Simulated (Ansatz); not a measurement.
| atom | x (Å) | y (Å) | z (Å) |
| --- | --- | --- | --- |
| C | 0.0306 | 0.0043 | -0.0393 |
| H | 0.6607 | 0.6198 | 0.6738 |
| H | 0.6828 | -0.6375 | -0.6444 |
| H | -0.5955 | 0.6169 | -0.6070 |
| H | -0.6741 | -0.6232 | 0.6061 |

Basis set: 6-31G* (spherical functions). Left uncorrelated: 1 orbital. Charge 0, multiplicity 1.

Computed with Ansatz (development build ahead of 0.2.0); each method stands on the lowest determinant of its kind that the runs found. Restricted open shells among the atoms or ions are ROHF, correlated in semicanonical orbitals with singles.

(1) Give the atomization energy at this shape (free ground-state atoms in the same class of orbitals less the molecule, no zero-point energy) of singlet CH₄ by RHF-MP2, RHF.

Answers

(1)

```json
{"method": "RHF-MP2", "atomization energy": "16.38 eV"}
{"method": "RHF", "atomization energy": "14.13 eV"}
```
